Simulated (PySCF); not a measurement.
Correlation energy of Co (cobalt, neutral)

[Ar] 3d7 4s2, high-spin 4F determinant. Computed with PySCF 2.14 in cc-pVTZ, with the non-relativistic Hamiltonian (point nucleus). Frozen: [Ar]; 9 electrons correlated.

MP2 pair energies summed by pair of shells (mhartree):

```csv
pair,energy,share (%)
3d-3d,-189.37,76.9
3d-4s,-34.84,14.2
4s-4s,-21.93,8.9
```

Total MP2 correlation energy: -246.14 mhartree.

Same-spin part -96.43 and opposite-spin part -149.71 mhartree; SCS-MP2 scales them by 1/3 and 6/5 to -211.79 mhartree.
